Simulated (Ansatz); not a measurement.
Program: Ansatz. Geometries: PBE0-D4/def2-TZVP. ΔE: electronic, gas phase. CBS: MP2 limit from def2 TZ/QZ plus the TZ coupled-cluster correction, frozen cores. DFT in def2-TZVPP. def2 core potentials past Kr. For Sn outer-core shells are correlated without core-valence functions, which leaves a few kJ/mol of doubt a bond. Each species was taken in one conformer, which may not be the lowest.

Reaction (formal exchange of groups at the Al–N bond): `C[SiH2][NH][AlH2]` + `[CH3][SnH2][CH3]` → `[CH3][SnH2][CH2][AlH2]` + `C[SiH2]N`

| level | ΔE (kcal/mol) |
| --- | --- |
| PBE-D4 | 21.6 |
| r2SCAN-D4 | 23.0 |
| ωB97M-V | 22.9 |
| MP2/def2-TZVPP | 23.5 |

(1) What does CCSD(T)/CBS give? (Estimate.)

Largest T1 diagnostic among the species: 0.011.

Results:

(1) Ansatz gave: +22.5 kcal/mol. The listed levels differ from it by -0.9, 0.5, 0.4, 1.0 kcal/mol.

In def2-TZVPP, CCSD(T) changes the Hartree–Fock value by −1.6 kcal/mol (the triples alone add −0.3 kcal/mol) and MP2 by −1.7 kcal/mol.
